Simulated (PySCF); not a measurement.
OZn. Atoms are numbered in the order given.

```xyz
2

Zn     0.0000     0.0000    -0.3580
O      0.0000     0.0000     1.3427
```

Geometry: PBE0-D3(BJ)/def2-TZVPD.

All values below come from B3LYP/def2-TZVPD (PySCF).

Computed frontier levels, gap, dipole moment and polarisability:
```json
{
  "highest_occupied_level": "-6.99 eV",
  "lowest_empty_level": "-4.58 eV",
  "orbital_gap": "2.41 eV",
  "dipole_moment": "5.73 D",
  "quadrupole, principal values (traceless, Buckingham form, about the centre of nuclear charge)": "-2.25, 1.12, 1.12 D·Å",
  "mean_static_polarisability": "37.7 bohr³ (5.59 Å³)",
  "polarisability_principal_values": "31.4, 31.4, 50.3 bohr³"
}
```
